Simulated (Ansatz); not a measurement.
Cost against result

Saddle point of SnSiH$_{8}$O, closed shell (SnH₄O ([OH][SnH3]) + SiH₄ → SnSiH₆ ([SiH3][SnH3]) + H₂O; bonds formed: Sn1–Si7, O2–H6; bonds broken: Sn1–O2, H6–Si7), PBE0-D4/def2-TZVP structure:

Sn1  (-0.787, -1.213, -0.535)
O2  (1.321, -1.128, -0.187)
H3  (-0.720, -2.921, -0.662)
H4  (-1.811, -0.798, 0.757)
H5  (-1.091, -0.502, -2.041)
H6  (1.121, -0.047, 0.131)
Si7  (0.202, 1.658, 0.412)
H8  (1.697, -1.687, 0.508)
H9  (1.205, 2.697, 0.017)
H10  (-1.070, 2.070, -0.271)
H11  (-0.066, 1.871, 1.871)
(Å)

Barriers are electronic and count from the start structure reached by relaxing down the imaginary mode.

Computed with Ansatz 0.2.0 (basis: as named in each row); correlated methods freeze the cores. Filled d shells of the heavier atoms are correlated. Core potentials replace the inner electrons of the atoms past krypton. The def2 sets are not built for correlating such inner shells, so the correlated values are less sure here. B3LYP uses VWN-RPA correlation. Extrapolation: Hartree–Fock as exp(−7.88 √X), correlation as X^−2.97.

Times are rough, for one single point on 4 threads of a shared host (AMD EPYC 7R43).

The estimate by CCSD(T) at an estimated basis limit (MP2 extrapolated from triple and quadruple zeta, plus CCSD(T) − MP2 in triple zeta) is 1.756 eV.

| method | basis | time (s) | barrier (eV) | method less estimate |
| --- | --- | --- | --- | --- |
| SPW92 | def2-SVP | under 1 | 0.773 | -0.983 |
| PBE-D4 | def2-SVP | under 1 | 1.130 | -0.626 |
| SPW92 | def2-TZVPP | 1 | 0.950 | -0.806 |
| PBE0-D4 | def2-SVP | 1 | 1.341 | -0.415 |
| PBE-D4 | def2-TZVPP | 2 | 1.274 | -0.482 |
| BLYP-D4 | def2-TZVPP | 2 | 1.514 | -0.242 |
| BHLYP-D4 | def2-TZVPP | 2 | 1.891 | 0.135 |
| PBE0-D4 | def2-TZVPP | 3 | 1.477 | -0.279 |
| B3LYP-D4 | def2-TZVPP | 3 | 1.659 | -0.097 |
| CAM-B3LYP-D4 | def2-TZVPP | 3 | 1.773 | 0.017 |
| r2SCAN-D4 | def2-TZVPP | 3 | 1.502 | -0.254 |
| r2SCAN0-D4 | def2-TZVPP | 4 | 1.621 | -0.135 |
| RPA on PBE | def2-TZVPP | 4 | 1.834 | 0.078 |
| wB97M-V | def2-SVP | 5 | 1.522 | -0.234 |
| CCSD(T) | def2-SVP | 5 | 1.792 | 0.036 |
| B2PLYP | def2-TZVPP | 5 | 1.784 | 0.028 |
| PBE-QIDH | def2-TZVPP | 5 | 1.698 | -0.058 |
| wB97X-V | def2-TZVPP | 6 | 1.792 | 0.036 |
| B97M-V | def2-TZVPP | 6 | 1.623 | -0.133 |
| wB97M-V | def2-TZVPP | 6 | 1.701 | -0.055 |
| MP2 | def2-QZVPP | 20 | 1.784 | 0.028 |
| CCSD(T) | def2-TZVPP | 120 | 1.792 | 0.036 |

All methods are single points on the PBE0-D4 structures.

T1 diagnostic: at most 0.015.

Labels in which every atom is bracketed show which atoms are joined, not bond orders.
